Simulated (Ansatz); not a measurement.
Compare A (`O[SiH2]/C=C/Cl`) with its isomer B (`C[Si]1(Cl)CO1`).

Program: Ansatz. Geometries: PBE0-D4/def2-TZVP. ΔE: electronic, gas phase. CBS: MP2 limit from def2 TZ/QZ plus the TZ coupled-cluster correction, frozen cores. Functionals use def2-TZVPP. B3LYP here is the variant with VWN-RPA as its local correlation; programs differ in this. One conformer a species, not always the lowest.

A:

Z-matrix (Å, degrees):
```
Si
C 1 1.856
O 1 1.648 2 110.8
H 1 1.483 2 110.5 3 117.7
H 1 1.490 2 108.7 3 -122.3
C 2 1.325 1 120.8 3 -6.5
H 2 1.088 1 120.4 3 173.6
H 3 0.958 1 117.6 2 -83.3
Cl 6 1.724 2 124.2 1 179.9
H 6 1.084 2 123.5 1 -0.4
```

B:

Z-matrix (Å, degrees):
```
C
Si 1 1.842
H 1 1.093 2 110.0
H 1 1.092 2 110.8 3 119.5
H 1 1.091 2 109.7 3 -119.7
Cl 2 2.041 1 110.3 3 -61.9
C 2 1.796 1 127.2 3 138.0
O 2 1.644 1 119.2 3 76.3
H 7 1.088 2 123.2 1 -2.3
H 7 1.088 2 121.5 1 161.2
```

(1) Which isomer does CCSD(T)/CBS put lower? Give the gap. (Best estimate.)

(2) Give E(B) − E(A) in kcal/mol with ωB97M-V, MP2/def2-TZVPP, r2SCAN-D4, B3LYP, PBE0-D4, PBE-D4, B3LYP-D4. (Best estimate.)

Largest T1 diagnostic: 0.012.

Answers

(1) Computed: B, by 17.3 kcal/mol.

(2) Ansatz gave: ωB97M-V -19.6, MP2/def2-TZVPP -18.7, r2SCAN-D4 -20.7, B3LYP -15.9, PBE0-D4 -20.5, PBE-D4 -20.2, B3LYP-D4 -16.3. None reverses the order clearly.

In def2-TZVPP, CCSD(T) changes the Hartree–Fock value by −5.0 kcal/mol (the triples alone add −0.2 kcal/mol) and MP2 by −6.9 kcal/mol.
